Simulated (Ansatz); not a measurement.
Cartesian coordinates in Å:
```
C -0.585 0.919 2.092
O -0.129 0.247 0.966
Zr 0.446 -0.739 -0.569
N 0.836 0.592 -2.062
O -0.836 -1.998 -1.260
F 2.066 -1.658 -0.065
H -0.748 1.978 1.866
H 0.147 0.848 2.904
H -1.531 0.493 2.442
H 0.623 0.444 -3.038
H 1.257 1.505 -1.957
H -1.546 -2.630 -1.318
```

Charge 0, multiplicity 1. Zr takes the def2 core potential.

Question: List the ωB97M-V/def2-TZVPP orbital energies in eV (the Gaussian-basis code of Ansatz). (Estimate.)

Answer: Computed: Occupied: -675.97, -525.93, -525.82, -393.55, -282.72, -61.59, -38.50, -38.34, -37.93, -33.03, -30.22, -29.47, -25.24, -21.43, -16.49, -15.60, -15.36, -15.18, -15.17, -13.99, -13.61, -13.49, -12.78, -11.99, -11.91, -10.89, -10.80, -9.57. Lowest empty: 0.70, 1.29, 1.44, 1.68, 2.33, 2.67, 2.87, 3.07.
